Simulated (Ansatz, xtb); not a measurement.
Molecule: sum formula H3SiO (charge -1, singlet). 
Coordinates optimised at B3LYP-D3(BJ)/def2-TZVP (Ansatz, an electronic-structure program):
```
Si
O 1 1.5643
H 1 1.5288 2 117.27
H 1 1.5288 3 100.67 2 -128.43
H 1 1.5288 3 100.67 4 -103.14
```
Charge -1, spin multiplicity 1.

Harmonic wavenumbers from GFN2-xTB (xtb, at its own minimum), cm⁻¹: 656, 656, 881, 881, 925, 1258, 1673, 1675, 1828.

Give the harmonic wavenumbers at B3LYP-D3(BJ)/def2-TZVP (Ansatz, finite differences of forces, unscaled).

734, 734, 959, 960, 1005, 1114, 1916, 1916, 2005 cm⁻¹. Zero-point energy 16.2 kcal/mol.

From these and the geometry, give the ideal-gas thermochemistry at 298.15 K and 1 atm (rigid rotor, harmonic oscillator).

Point group C3v, rotational symmetry number 3. Rotational constants 90.5, 15.65, 15.65 GHz. S(trans) 37.47, S(rot) 18.03, S(vib) 0.91, S(elec, spin only) 0.00, S 56.4 cal/(mol K). H(298) - H(0) 2.59 kcal/mol; G - E(el) 2.0 kcal/mol.
